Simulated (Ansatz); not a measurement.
Consider the ligand exchange at the Si–C bond: `O[SiH2]C(O)[SiH3]` + `C[SiH2]O` → `C[SiH2]O[SiH3]` + `OC[SiH2]O`.

Calculated with Ansatz (gas phase, PBE0-D4/def2-TZVP geometries, no zero-point term in ΔE). CCSD(T)/CBS is the MP2 limit (def2-TZVPP, def2-QZVPP) plus CCSD(T) − MP2 in def2-TZVPP, frozen cores. This one scheme is used for every species. One conformer a species, not always the lowest.

`O[SiH2]C(O)[SiH3]`:

Cartesian coordinates in Å:
```
O 1.517 -1.530 -1.700
Si 1.287 -0.173 -0.799
C -0.247 -0.386 0.274
O -1.277 -0.793 -0.645
Si -0.749 1.157 1.240
H 0.721 -1.876 -2.113
H 1.101 1.027 -1.658
H 2.486 -0.003 0.057
H -0.026 -1.191 0.993
H -2.101 -0.910 -0.165
H -0.849 2.339 0.347
H 0.229 1.432 2.327
H -2.091 0.905 1.841
```

`C[SiH2]O`:

Z-matrix (Å, degrees):
```
C
Si 1 1.863
H 1 1.093 2 111.0
H 1 1.094 2 110.2 3 119.8
H 1 1.093 2 111.5 3 -120.7
O 2 1.652 1 112.6 3 57.7
H 2 1.492 1 108.9 3 -179.5
H 2 1.483 1 110.6 3 -59.4
H 6 0.957 2 117.7 1 68.6
```

`C[SiH2]O[SiH3]`:

Cartesian coordinates in Å:
```
C -0.034 -2.190 0.114
Si 0.104 -0.555 -0.752
O -0.046 0.649 0.351
Si -0.068 2.263 0.594
H 0.751 -2.300 0.866
H 0.063 -3.010 -0.603
H -1.002 -2.286 0.612
H -0.965 -0.411 -1.779
H 1.423 -0.430 -1.433
H -0.271 2.513 2.042
H -1.175 2.889 -0.177
H 1.220 2.870 0.164
```

`OC[SiH2]O`:

```xyz
10

O    -0.088    1.483   -1.125
C    -0.419    0.103   -1.028
Si    0.492   -0.688    0.415
O     0.297    0.306    1.726
H    -0.119    1.859   -0.240
H    -0.126   -0.364   -1.973
H    -1.507   -0.041   -0.935
H    -0.038   -2.053    0.698
H     1.950   -0.739    0.151
H    -0.443    0.133    2.309
```

```csv
species,MP2/def2-QZVPP energy (Eh)
`O[SiH2]C(O)[SiH3]`,-771.25817
`C[SiH2]O`,-405.88319
`C[SiH2]O[SiH3]`,-696.17291
`OC[SiH2]O`,-481.01135
```

(1) Work out ΔE.

Largest T1 diagnostic among the species: 0.012.

Answers

(1) ΔE = (-696.17291) + (-481.01135) − (-771.25817) − (-405.88319) = -0.04290 Eh = -26.9 kcal/mol. CCSD(T)/CBS gives -26.4 kcal/mol.

The D4 term adds +1.0 kcal/mol with B3LYP and +0.5 kcal/mol with PBE0; it sums over pairs of atoms, weighted by their polarisabilities, and B3LYP, whose exchange is more repulsive, gets the larger term. From PBE to PBE0 (25 % exact exchange), in def2-TZVPP and without D4, ΔE moves by −1.6 kcal/mol. In def2-TZVPP, CCSD(T) changes the Hartree–Fock value by +6.6 kcal/mol (the triples alone add +1.0 kcal/mol) and MP2 by +6.3 kcal/mol.

B3LYP here is the variant with VWN-RPA as its local correlation; programs differ in this.
